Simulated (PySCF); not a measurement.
## Identify the compound

The spectra below were simulated for a compound C6H10O2Si.

$^{1}$H NMR (300 MHz, computed): δ 2.01 (s, 3H), 1.59 (br s, 2H), 0.55 (m, 2H), 0.14 (m, 2H), -0.08 (m, 1H).

$^{13}$C{$^{1}$H} NMR (computed): δ 106.5 (C), 87.7 (C), 5.5 (CH3), 2.9 (CH2, 2C), 1.2 (CH).

- NMR shieldings at PBE0/pcSseg-1/GIAO
- geometry from GFN2-xTB
- program: PySCF
- non-relativistic Hamiltonian, no solvent model, one averaged value for each set of equivalent atoms, a single conformation

References, each an isolated molecule treated in the same way: $^{1}$H (σ = 31.72 ppm) and $^{13}$C (σ = 186.93 ppm) against TMS.

Problem. Which of these isomers gave the spectra?
A. C#C[C@@](C)([SiH2]C)C(=O)O
B. CC#C[Si](O)(O)C1CC1
C. C[SiH](C)/C=C/C(=O)C=O

Solution. B. 

- Rings plus π bonds: 3 (1 ring in the answer).
- 5 carbon signals for 6 carbons: some carbons are equivalent by symmetry or fast rotation.
- Carbon types of the structure: 2 × C, 1 × CH, 2 × CH2, 1 × CH3, leaving 2 H on heteroatoms.
- δC 106.5, 87.7: alkyne carbon.
- δC 5.5: propargylic methyl carbon; saturated and bonded to C and H only.
- δC 2.9, 1.2: three-membered-ring carbon; carbons of three-membered rings are unusually shielded.
- δH 1.59: hydrogen on an oxygen bonded to Si; exchangeable, gas-phase position.
- δH 0.55, 0.14, -0.08: hydrogen on a three-membered-ring carbon; cyclopropane-type protons are shielded by the ring.

The others: C[SiH](C)/C=C/C(=O)C=O would give 5 signals for carbon-bound and other non-exchanging H, not 4; C#C[C@@](C)([SiH2]C)C(=O)O would give 6 carbon signals, not 5.

The OH or NH signal is concentration- and solvent-dependent in practice; the value given is the gas-phase one. Shifts are as computed. Against solution values, carbons near 30 ppm lie about +3 ppm off and those near 130 ppm about +5 ppm. Of 1211 compounds with measured shifts, 218 miss one by over three times the rms of a fit or turn the order of signals round; such compounds aren't used in these exercises. No couplings were computed; multiplicities are counted from neighbouring protons, with m where these are inequivalent, close in shift, in a saturated or five-membered ring or joined by F or P, and br s for small geminal =CH2 splittings.
